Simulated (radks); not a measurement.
The numbers below are computed, except where a source is named.
Q: The mean radii <r> (bohr) of the occupied orbitals of an atom or ion are listed with their occupations. Level of theory: scalar-relativistic Kohn-Sham, LDA (Slater exchange, Perdew-Wang correlation), spin-polarised, spherical densities, finite nucleus; Fermi nuclear charge, rms radius of each element as measured or else 0.836 A^(1/3) + 0.57 fm (a radial shooting solver on a logarithmic mesh with Libxc functionals).

orbital  occ.      <r>
1s up       1  0.04280
1s down     1  0.04280
2s up       1   0.1898
2s down     1   0.1898
2p up       3   0.1655
2p down     3   0.1655
3s up       1   0.5511
3s down     1   0.5508
3p up       3   0.5624
3p down     3   0.5617
3d up       5   0.5803
3d down     5   0.5780
4s up       1    1.419

Name the element and its charge. Open shells, if any, are filled with parallel spins first.

A: Z = 35, bromine, charge +6: Br6+ in [Ar] 3d10 4s1. The 1s radius gives Z: for a bare nucleus <r> = (2 gamma + 1)/(2Z) with gamma = sqrt(1 - (Z/c)^2), 0.04191 bohr for Z = 35, and screening makes it slightly larger (0.04280 here). The occupations add up to 29, and the charge is Z minus that.
